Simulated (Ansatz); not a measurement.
`C#C[SiH2][AlH][Cl]` + H–F → `C#C[SiH2]F` + `[AlH2][Cl]` at 700 K and 1 bar (cleavage of the Si–Al bond).

Calculated with Ansatz (gas phase, PBE0-D4/def2-TZVP geometries, no zero-point term in ΔE). CBS: MP2 limit from def2 TZ/QZ plus the TZ coupled-cluster correction, frozen cores. This one scheme is used for every species. One conformer a species, not always the lowest.

```csv
species,CCSD(T)/CBS energy (Eh),H − E (kJ/mol),S (J/(mol·K))
`C#C[SiH2][AlH][Cl]`,-1069.38528,198.8,506.6
H–F,-100.39570,45.2,198.5
`C#C[SiH2]F`,-466.78369,159.3,383.1
`[AlH2][Cl]`,-703.04476,73.9,303.9
```

H − E and S are ideal-gas, rigid-rotor, harmonic terms from PBE0-D4/def2-TZVP, for one conformer and one mirror image of each species. 1 Eh = 2625.50 kJ/mol, R = 8.31446 J/(mol·K).

Q: By hand: ΔE, ΔH, ΔS and ΔG.

A: ΔE = (-466.78369) + (-703.04476) − (-1069.38528) − (-100.39570) = -0.04747 Eh = -124.6 kJ/mol. Δ(H − E) = 159.3 + 73.9 − 198.8 − 45.2 = -10.8, so ΔH = -135.4 kJ/mol. ΔS = 383.1 + 303.9 − 506.6 − 198.5 = -18.1 J/(mol·K). ΔG = -135.4 − 700 × (-18.1)/1000 = -122.7 kJ/mol.

Q: By hand: the equilibrium constant, and the temperature at which ΔG would vanish if ΔH and ΔS stayed fixed.

A: log₁₀ K = −ΔG/(RT ln 10) = 9.2. ΔG = 0 at ΔH/ΔS = 7481 K, far beyond where these terms or the molecules hold.

ΔH outweighs TΔS. A doubt of 5 kJ/mol in ΔE shifts log₁₀ K by 0.4 here. Other conformers and mirror images would add mixing entropy, several J/(mol·K) or more a flexible species. Modes under 60 cm⁻¹, often nearly free rotors, make the harmonic entropy too high. These are equilibria of isolated gas molecules and say nothing of rates. Largest T1 diagnostic: 0.012 (customary marks: 0.02 for closed shells, 0.045 for open ones).
